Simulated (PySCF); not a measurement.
Orbital picture of LiBe⁺

r²SCANh at R = 2.600 Å; Li aug-pcseg-1, Be aug-pcseg-1; no relativity (PySCF 2.14). State: ¹Σ⁺ (singlet), closed shell. Only the outer orbitals are listed, counted within each symmetry.

| orbital | occ. | ε (eV) | on Li (%) | main shells (%) |
| --- | --- | --- | --- | --- |
| 3σ | 2 | -11.66 | 10 | 87 Be s |
| 4σ | 0 | -7.17 | 17 | 74 Be p, 13 Li s, 9 Be s |
| 1π | 0 | -6.46 | 10 | 90 Be p, 10 Li p |
| 1π | 0 | -6.46 | 10 | 90 Be p, 10 Li p |

Which are the highest filled and the lowest empty level, where do they sit, and how wide is the gap?

Highest filled 3σ at -11.66 eV (in %: 87 Be s); lowest empty 4σ at -7.17 eV (in %: 74 Be p, 13 Li s, 9 Be s); the gap at r²SCANh is 4.49 eV.

| Item | Value |
| --- | --- |
| bond order (Mayer) | 0.36 |
| ⟨S²⟩ | 0.000 |
| charge on Li (Mulliken, basis-dependent) | 0.80 |
| charge on Li (Löwdin, basis-dependent) | 0.55 |
| dipole moment (positive dipole points towards Be; it is taken about the centre of mass and depends on that origin) | -3.15 D |

Closed-shell solutions of metal pairs were not tested for spin polarisation, which can lower them a little.
